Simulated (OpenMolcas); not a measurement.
Xe+: effect of the basis set

```yaml
Program: OpenMolcas
Method: CASSCF
Active_space: 7 electrons in 4 orbitals (5s 5p)
State_averaging: 2S+1 = 2 odd, 3 roots; 2S+1 = 2 even, 1 root
Spin-orbit_coupling: RASSI with atomic mean-field integrals over the reference wave functions, term energies averaged over their components
```

A. ANO-R1 [6s5p3d1f], X2C, finite nucleus; cost about 5 core-seconds
B. ANO-RCC-VDZP [6s5p3d1f], DKH2, point nucleus; cost roughly 5 core-seconds
C. ANO-RCC-VTZP [7s6p4d2f1g], DKH2, point nucleus; cost roughly 6 core-seconds
D. ANO-R2 [7s6p4d2f1g], X2C, finite nucleus; cost about 5 core-seconds
E. ANO-RCC-VQZP [8s7p5d3f2g], DKH2, point nucleus; cost of the order of 8 core-seconds
F. ANO-R3 [8s7p5d4f3g2h], X2C, finite nucleus; cost about 19 core-seconds

Energies in cm-1 above 5s2 5p5 2P* 3/2, the measured ground level; measured values from NIST Handbook of Basic Atomic Spectroscopic Data.

```
          Level       A       B       C       D       E       F  Measured
5s2 5p5 2P* 3/2     0.0     0.0     0.0     0.0     0.0     0.0       0.0
5s2 5p5 2P* 1/2    9814    9931    9575    9579    9714    9666     10537
  5s 5p6 2S 1/2  122794  122644  122472  122680  122525  122692     90874
```

Deviations, from unrounded energies. A percentage is the sum of absolute deviations over the sum of measured energies, with the sign that they share, or ± where signs differ.

```tsv
Against measurement	Levels	A	B	C	D	E	F
mean absolute deviation (cm-1)	2	16000	16000	16000	16000	16000	16000
fine structure of the ground term (%)	1	-6.9	-5.8	-9.1	-9.1	-7.8	-8.3
other configurations (%)	1	+35.1	+35.0	+34.8	+35.0	+34.8	+35.0
```

A, B, C, D, E, F lie about equally close to measurement. The largest miss of B in the table is 5s 5p6 2S 1/2, by +32000 cm-1. The ranking rests on the paired levels alone, and a cruder setting can come out closer through cancelling errors.

Among A to F the level of the table that moves most is 5s2 5p5 2P* 1/2, by 360 cm-1 (lowest in C, highest in B).

Measured partners are found by configuration, term and J. A level has none where our copy of the source lacks it or the pairing is in doubt (some pairs that miss far off the trend of their configuration count as doubtful), and it then counts in no deviation. Levels of configurations outside the active space are missing.

* marks odd parity.
